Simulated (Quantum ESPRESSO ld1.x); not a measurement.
Values are calculated unless marked as measured or tabulated.
Task: These are the eigenvalues of the occupied orbitals of an atom or ion with whole-number occupations (hartree). Code: ld1.x of Quantum ESPRESSO 7.5. Model: scalar-relativistic Kohn-Sham, revPBE, spin-unpolarised, spherical densities, point nucleus.

| orbital | eigenvalue |
|---|---|
| 1s | -4.86731 |

Which element is it, and in what charge state? The configuration may be excited.

Result: Z = 4, beryllium, charge +2: Be2+ in [He]. The 1s level, -4.8673 hartree, gives Z - s = 3.1 by -(Z - s)^2/2, which with screening and relativity narrows Z to a few neighbours, and the depths must fix Z and the occupations together.
